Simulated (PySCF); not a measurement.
# EPR parameters of C6H4NO2

C6H4NO2 (doublet state).
Geometry (GFN2-xTB, Å), atoms numbered from 1 in this order:
```
atom  x, y, z in Å
N1    -3.1541    0.8817    0.8570
C2    -2.3750    0.2024    0.3715
C3    -1.3881   -0.6539   -0.2403
C4     0.0019   -0.1225   -0.0679
C5     0.3844    0.9605    0.7188
O6     1.6902    1.1774    0.6685
C7     2.2542    0.2086   -0.1873
O8     3.4388    0.1787   -0.4073
C9     1.1619   -0.6091   -0.6470
H10   -1.4652   -1.6495    0.2108
H11   -1.6213   -0.7518   -1.3056
H12   -0.2128    1.6135    1.3286
H13    1.2806   -1.4355   -1.3175
```

The hyperfine couplings belong to this conformer and change with its torsions.

Identity: `O=C1OC=C([CH]1)CC#N` [radical].

The calculation used UKS B3LYP, pcH-1 on C H N O, non-relativistic, mean-field spin-orbit, GIAO (PySCF). The structure is a single GFN2-xTB conformer in the gas phase; no vibrational or solvent corrections. A GFN2-xTB geometry isn't a minimum of the functional, and hyperfine couplings can be far from their values at a DFT geometry. No stability test was run, so a lower SCF solution isn't excluded.

```json
{"g1, g2, g3": "2.00212, 2.00415, 2.00489", "g_iso": "2.00372", "Form of g": "rhombic: the two nearest values differ by 27 % of g3 − g1", "⟨S²⟩": "0.7672 (exact 0.7500)", "HOMO–LUMO gap, α and β orbitals": "5.85, 4.36 eV", "Total energy": "-436.21016 Eh"}
```

Isotropic coupling and dipolar principal values T1 to T3, in 10⁻⁴ cm⁻¹; ρ(0) is the spin density at the nucleus (1 × 10⁻⁴ cm⁻¹ = 2.998 MHz):

| atom | isotope | a_iso | T1 | T2 | T3 | Mulliken spin population | ρ(0) (bohr⁻³) |
| --- | --- | --- | --- | --- | --- | --- | --- |
| N1 | 14N | 0.0 | -0.1 | 0.0 | 0.0 | 0.00 | 0.0001 |
| C2 | 13C | -0.4 | -0.1 | -0.1 | 0.3 | 0.00 | -0.0010 |
| C3 | 13C | 0.3 | -0.3 | -0.1 | 0.3 | 0.01 | 0.0008 |
| C4 | 13C | -9.5 | -3.6 | 1.7 | 1.9 | -0.12 | -0.0254 |
| C5 | 13C | 14.1 | -14.0 | -13.3 | 27.2 | 0.47 | 0.0375 |
| O6 | 17O | 0.2 | -4.3 | 2.0 | 2.3 | 0.01 | -0.0008 |
| C7 | 13C | -8.7 | -0.7 | -0.6 | 1.3 | -0.03 | -0.0233 |
| O8 | 17O | -6.5 | -29.2 | 14.4 | 14.8 | 0.27 | 0.0322 |
| C9 | 13C | 10.4 | -11.2 | -10.8 | 22.0 | 0.43 | 0.0278 |
| H10 | 1H | -1.6 | -0.6 | -0.3 | 0.9 | 0.00 | -0.0011 |
| H11 | 1H | -1.1 | -0.5 | -0.3 | 0.8 | 0.00 | -0.0007 |
| H12 | 1H | -12.1 | -6.6 | -0.4 | 7.0 | -0.02 | -0.0081 |
| H13 | 1H | -9.6 | -5.4 | -0.5 | 5.8 | -0.02 | -0.0064 |

The Mulliken spin populations are largest on C5 (+0.47), C9 (+0.43), O8 (+0.27) and C4 (-0.12). Three atoms exceed +0.15. The positive populations add up to 1.19 and the negative ones to -0.19, together 2S = 1.

The SMILES `N#CCC1=COC(=O)[CH]1` draws the unpaired electron on C9, whose computed spin population is only +0.43.

Axes: g2 points within 15° of the C4–C5 bond and g3 points within 2° of the C4–C9 bond.

Under fast tumbling the dipolar parts average out, and these isotropic splittings remain: 1 × 1H (H12, I = 1/2, 2 lines) with 1.29 mT, 1 × 1H (H13, I = 1/2, 2 lines) with 1.02 mT and 2 × 1H (H10/H11, I = 1/2, 3 lines) with 0.14 mT.

Means are taken over nuclei equivalent by connectivity, which assumes that they swap fast.

The 17O coupling of O8 (-19.5 MHz) shows only in satellite lines or after enrichment, since that isotope makes up about 0.038 % of natural oxygen.

The 13C coupling of C5 (42.2 MHz) shows only in satellite lines or after enrichment, since that isotope makes up about 1.07 % of natural carbon.
